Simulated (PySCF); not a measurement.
A structure optimised at B3LYP-D3(BJ)/def2-SVP, used in a PySCF frequency run:

```
N
C 1 1.4488
H 2 1.1011 1 110.72
H 2 1.1067 3 107.47 1 -121.00
H 2 1.1107 3 107.63 4 -115.01
C 1 1.4488 2 113.96 3 -175.87
H 6 1.1011 1 110.72 2 175.87
H 6 1.1067 7 107.47 1 121.00
H 6 1.1107 7 107.63 8 115.01
Si 1 1.7394 2 121.19 3 25.48
H 10 1.4916 1 108.00 2 -41.39
H 10 1.4916 11 110.99 3 141.61
H 10 1.5028 11 107.19 12 116.74
```
Charge 0, spin multiplicity 1.

**Question.** Write its SMILES, formula and point group.

**Answer.** CN(C)[SiH3], C2H9NSi, Cs

**Question.** What are its rotational constants (standard atomic weights)?

**Answer.** 8.3598, 4.3681, 3.0948 GHz
